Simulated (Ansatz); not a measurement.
Cost and result for the atomization energy of C₂H₆BF₂N (`CN(BF)CF`) (12 atoms, 11 bonds).

```xyz
12

C     0.5972    0.7177   -1.0040
N    -0.1696    0.0294    0.0153
B    -1.4256    0.4840    0.4366
F    -2.0811   -0.1712    1.3980
C     0.4629   -1.0987    0.5956
F     1.5272   -0.7100    1.3969
H     0.0209    1.5593   -1.3858
H     1.5383    1.0951   -0.5973
H     0.8251    0.0445   -1.8368
H    -1.9350    1.4438   -0.0616
H    -0.2437   -1.6436    1.2208
H     0.8834   -1.7503   -0.1776
```

Total charge 0; spin multiplicity 1. The structure was optimised at the PBE0-D4/def2-TZVP level. It is one conformer, not always the lowest. Program: Ansatz. All runs use 4 threads of an Intel Xeon Platinum 8375C on a shared host. Times are those of one run each, without the atoms' runs, and a repeat can differ threefold. Electronic energies, without spin–orbit coupling; frozen cores. CCSD(T)/CBS adds CCSD(T) − MP2 in def2-TZVPP to the MP2 limit, and its time is that of the two runs behind it. T1 = 0.012. B3LYP takes the VWN-RPA correlation (the form of Gaussian; ORCA's B3LYP/G). HSE06 is the plane-wave form, built on full-range PBE exchange.

CCSD(T)/CBS is a level of theory with its own doubt, some kJ/mol a heavy atom from the limit and from the frozen cores, so smaller differences don't rank the functionals.

```csv
level,functions,wall time
LDA (SPW92)/def2-TZVPP,270,1.3 s
BLYP-D4/def2-TZVPP,270,2.1 s
revPBE-D4/def2-TZVPP,270,2.7 s
PBE0-D4/def2-TZVPP,270,2.8 s
PBE-D4/def2-TZVPP (with forces),270,3 s
BHLYP-D4/def2-TZVPP,270,4.2 s
HSE06-D4/def2-TZVPP,270,4.3 s
B3LYP-D4/def2-TZVPP (with forces),270,4.7 s
CAM-B3LYP-D4/def2-TZVPP,270,4.7 s
CCSD(T)/def2-SVP,114,9 s
MP2/def2-QZVPP,522,27 s
CCSD(T)/def2-TZVPP,270,3.4 min
CCSD(T)/CBS(def2),–,3.9 min
```

**Question.** What atomization energy does each give, and how far from CCSD(T)/CBS? (An estimate is asked.)

**Answer.** The calculation gave: 
```tsv
level	atomization (kJ/mol)	difference from CCSD(T)/CBS	per bond
LDA (SPW92)/def2-TZVPP	5562.3	764.0	69.5
BLYP-D4/def2-TZVPP	4829.2	30.9	2.8
revPBE-D4/def2-TZVPP	4801.2	2.9	0.3
PBE0-D4/def2-TZVPP	4832.1	33.8	3.1
PBE-D4/def2-TZVPP (with forces)	4938.1	139.8	12.7
BHLYP-D4/def2-TZVPP	4665.8	-132.5	-12.0
HSE06-D4/def2-TZVPP	4836.1	37.8	3.4
B3LYP-D4/def2-TZVPP (with forces)	4821.6	23.3	2.1
CAM-B3LYP-D4/def2-TZVPP	4857.6	59.3	5.4
CCSD(T)/def2-SVP	4590.4	-207.9	-18.9
MP2/def2-QZVPP	4858.8	60.5	5.5
CCSD(T)/def2-TZVPP	4681.1	-117.2	-10.7
CCSD(T)/CBS(def2)	4798.3	0.0	0.0
```

Leaving LDA and LC-ωPBE aside and taking each functional with its dispersion term where it has one, the values spread over 272.3 kJ/mol, from BHLYP-D4 to PBE-D4. LDA lies +644.7 kJ/mol from PBE without D4, its usual overbinding. From BLYP to BHLYP (50 % exact exchange), in def2-TZVPP and without D4, the atomization energy moves by −139.5 kJ/mol: exact exchange takes away binding that semilocal exchange gives to molecules. In def2-TZVPP, CCSD(T) changes the Hartree–Fock value by +1154.0 kJ/mol (the triples alone add +70.2 kJ/mol) and MP2 by +1262.2 kJ/mol; breaking electron pairs costs correlation energy, which Hartree–Fock lacks.
